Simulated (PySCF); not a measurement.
## [Er(H2O)6]3+ at several levels of theory

Computed with PySCF 2.14.0 (density fitting, no spin-orbit coupling) at the geometry relaxed with r2SCAN:

```xyz
19
[Er(H2O)6]3+ (singlet in the valence; each metal's 4f electrons, 11 of them, lie in its core potential, out of spins and levels)
Er    0.0000    0.0000    0.0000
O     0.0040    0.0003    2.3260
H     0.0039    0.7718    2.9300
H     0.0063   -0.7711    2.9301
O    -0.0040   -0.0003   -2.3260
H    -0.0089   -0.7717   -2.9299
H    -0.0012    0.7711   -2.9301
O     2.3268   -0.0040   -0.0040
H     2.9323    0.0004    0.7662
H     2.9296   -0.0106   -0.7764
O     0.0040    2.3262   -0.0003
H     0.7765    2.9290   -0.0076
H    -0.7663    2.9316    0.0070
O    -2.3268    0.0040    0.0040
H    -2.9296   -0.0003    0.7764
H    -2.9322    0.0105   -0.7662
O    -0.0040   -2.3262    0.0003
H    -0.7765   -2.9290   -0.0043
H     0.7663   -2.9316    0.0050
```

```json
{"level": "r2SCAN", "basis": "Er lcecp-1-SVP with ECP57, O def2-SVP, H def2-SVP", "state": "singlet", "HOMO (eV)": "-21.40", "gap (eV)": "7.94", "charge on Er1 (e)": "1.29", "population of f-type functions on Er1 (polarisation alone where 4f lies in the core)": "0.05", "dipole about the centre of mass (D)": "0.00", "largest force component (eV/Å)": "0.07"}
{"level": "B3LYP", "basis": "the same", "state": "singlet", "HOMO (eV)": "-22.50", "gap (eV)": "9.51", "charge on Er1 (e)": "1.23", "population of f-type functions on Er1 (polarisation alone where 4f lies in the core)": "0.05", "dipole about the centre of mass (D)": "0.00", "largest force component (eV/Å)": "0.05"}
{"level": "r2SCAN", "basis": "Er lcecp-1-TZVP with ECP57, O def2-TZVP, H def2-TZVP", "state": "singlet", "HOMO (eV)": "-21.45", "gap (eV)": "7.97", "charge on Er1 (e)": "1.92", "population of f-type functions on Er1 (polarisation alone where 4f lies in the core)": "0.07", "dipole about the centre of mass (D)": "0.00", "largest force component (eV/Å)": "0.27"}
```

In the lcecp rows the 4f levels are missing from HOMO and gap, and the state counts the valence alone.

Charges are Mulliken's, which hang on the basis. The relaxation used the grid (50, 194), these runs (75, 302) or, all-electron (x2c bases, spin-free X2C Hamiltonian), (99, 590).

Q: A further run in the first row's basis gives HOMO (eV) -21.02, gap (eV) 7.15, charge on Er1 (e) 1.09, population of f-type functions on Er1 (polarisation alone where 4f lies in the core) 0.05, dipole about the centre of mass (D) 0.00, largest force component (eV/Å) 0.46. Which level was it?
A. TPSSh
B. M06-L
C. BP86

A: C. The others give HOMO -21.41 eV (M06-L); -21.79 eV (TPSSh).

In the first row's basis the gap widens with exact exchange: 7.2 to 8.0 eV for BP86, r2SCAN, M06-L (none); 8.7 to 9.5 eV for TPSSh, B3LYP (a fixed share).

No frequency check is given that shows the relaxed geometry to be a minimum. An lcecp potential fixes the number of 4f electrons, so in runs with it no electron can move into or out of that shell.
